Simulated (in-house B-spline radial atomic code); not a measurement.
RPA and G0W0 for Ga²⁺, [Ar] 3d10 4s1, highest spin, as one setting changes: the highest l of the empty states. Start: Hartree-Fock. A dash marks a level of low quasi-particle weight. Computed with a B-spline radial code for spherical atoms: all electrons, scalar-relativistic (spin-free one-electron X2C), finite nucleus, each spin shell either full or empty, empty states to the listed l with an (l + 1/2)⁻⁴ tail; G0W0 by contour deformation at full frequency.

RPA overbinds a lone outer s electron by self-correlation, and G0W0 tends to as well.

```json
{"highest l of the empty states": "4", "RPA summed (Eh)": "-1.7735", "RPA extrapolated (Eh)": "-2.012", "G0W0 level (eV)": "4s up -31.02"}
{"highest l of the empty states": "5", "RPA summed (Eh)": "?", "RPA extrapolated (Eh)": "?", "G0W0 level (eV)": "?"}
{"highest l of the empty states": "6", "RPA summed (Eh)": "-1.9317", "RPA extrapolated (Eh)": "-2.0212", "G0W0 level (eV)": "4s up -31.01"}
{"highest l of the empty states": "7", "RPA summed (Eh)": "?", "RPA extrapolated (Eh)": "?", "G0W0 level (eV)": "?"}
{"highest l of the empty states": "8", "RPA summed (Eh)": "-1.9748", "RPA extrapolated (Eh)": "-2.0112", "G0W0 level (eV)": "4s up -31.01"}
{"highest l of the empty states": "9", "RPA summed (Eh)": "-1.9839", "RPA extrapolated (Eh)": "-2.0086", "G0W0 level (eV)": "4s up -31.01"}
{"highest l of the empty states": "10", "RPA summed (Eh)": "-1.9897", "RPA extrapolated (Eh)": "-2.0071", "G0W0 level (eV)": "4s up -31.01"}
{"highest l of the empty states": "11", "RPA summed (Eh)": "-1.9935", "RPA extrapolated (Eh)": "-2.0062", "G0W0 level (eV)": "4s up -31.01"}
```

Task: What belongs in the row for 7?

Result: RPA summed (Eh): -1.9594; RPA extrapolated (Eh): -2.0162; G0W0 level (eV): 4s up -31.01.

Task: What belongs in the row for 5?

Result: RPA summed (Eh): -1.8796; RPA extrapolated (Eh): -2.0273; G0W0 level (eV): 4s up -31.02.
